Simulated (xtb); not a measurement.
trans-(1S,2S)-1-ethenyl-2-fluorocyclopropane (C5H7F), SMILES F[C@@H]1[C@@H](C1)C=C. All values are semi-empirical tight-binding results from xtb (GFN2-xTB unless named), good for trends rather than for accurate numbers. Geometry: GFN2-xTB. Other conformers were not sampled.

Optimised geometry:

Bond lengths (Å): C1–C2 1.322, C1–H7 1.078, C1–H8 1.076, C2–C3 1.472, C2–H9 1.081, C3–C4 1.515, C3–C5 1.506, C3–H10 1.083, C4–C5 1.488, C4–H11 1.079, C4–H12 1.078, C5–F6 1.363, C5–H13 1.083. Angles (°): C2–C1–H7 121.8, C2–C1–H8 121.8, H7–C1–H8 116.4, C1–C2–C3 123.9, C1–C2–H9 120.7, C3–C2–H9 115.4, C2–C3–C4 119.3, C2–C3–C5 119.8, C2–C3–H10 114.6, C4–C3–C5 59.0, C4–C3–H10 117.1, C5–C3–H10 115.9, C3–C4–C5 60.2, C3–C4–H11 116.9, C3–C4–H12 119.1, C5–C4–H11 116.9, C5–C4–H12 118.7, H11–C4–H12 114.5, C3–C5–C4 60.8, C3–C5–F6 118.6, C3–C5–H13 120.7, C4–C5–F6 118.0, C4–C5–H13 121.6, F6–C5–H13 109.8.

```yaml
orbital_gap: 4.99 eV
dipole_moment: 2.14 D
zero_point_energy: 65.5 kcal/mol
G − E(el) at 298.15 K (modified RRHO): 46.8 kcal/mol
static polarisability (D4 model): 58.1 bohr³
solvation energy, GFN2-xTB/ALPB(water): -2.2 kcal/mol
solvation energy, GFN2-xTB/ALPB(toluene): -4.3 kcal/mol
```

Computed IR lines (harmonic; lines under 4 % of the strongest left out, lines within 3 cm⁻¹ merged):
ν (cm⁻¹): 180 (w), 273 (w), 424 (w), 523 (w), 688 (w), 814 (m), 850 (m), 889 (m), 1013 (s), 1020 (vs), 1028 (m), 1068 (w), 1078 (m), 1129 (s), 1183 (m), 1221 (w), 1265 (w), 1308 (s), 1370 (s), 1419 (w), 1452 (s), 1707 (m), 3040 (m), 3049 (s), 3074 (s), 3098 (m), 3103 (s), 3117 (s), 3137 (vs) (against the strongest line: vs over 80 %, s over 45 %, m over 15 %, w over 4 %, vw less)

Task: Give the atomic charges and the Wiberg bond orders between heavy atoms. (The exact figures need the calculation; the answer reports its results.)

Result: charges (e) C1 -0.10, C2 -0.02, C3 -0.03, C4 -0.08, C5 0.15, F6 -0.24, H7 0.04, H8 0.04, H9 0.05, H10 0.04, H11 0.06, H12 0.05, H13 0.04. Bond orders C1–C2 1.95, C2–C3 1.05, C3–C4 0.93, C3–C5 0.93, C4–C5 0.98, C5–F6 0.94.
